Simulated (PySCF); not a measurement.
**CsB: from constants to spectrum**

UHF-CCSD(T) constants of CsB, ³Π (triplet), unpaired electrons σ ↑, π ↑ (PySCF, scalar-relativistic core potentials, basis sets Cs def2-TZVPP with ECP46, B def2-TZVPP; masses 132.9054 and 11.0093 u):

- ωe: 237.1 cm⁻¹
- ωexe: 1.77 cm⁻¹
- Be: 0.17234 cm⁻¹
- αe: 0.00161 cm⁻¹
- D (centrifugal): 3.64e-07 cm⁻¹
- De to Cs + B: 0.73 eV

Question: Give the vibrational terms G(v) and spacings up to v = 6.

Answer: G(v) = ωe(v+½) − ωexe(v+½)².

```csv
v,G(v) (cm⁻¹),G(v) − G(v−1),Bv (cm⁻¹)
0,118.1,,0.1715
1,351.7,233.6,0.1699
2,581.7,230.0,0.1683
3,808.2,226.5,0.1667
4,1031.1,222.9,0.1651
5,1250.5,219.4,0.1635
6,1466.4,215.9,0.1619
```

Question: How well does the Morse estimate ωe²/(4ωexe) reproduce De, and what is D0?

Answer: It gives 0.98 eV, 135 % of the computed De. D0 = De − G(0) = 0.73 − 0.01 = 0.72 eV.

Correlated steps freeze 1 core orbital. Spin–orbit coupling is left out, which matters for elements this heavy, above all for dissociation energies. The state is the lowest determinant that a PBE0 search found; another state may lie lower at other levels.
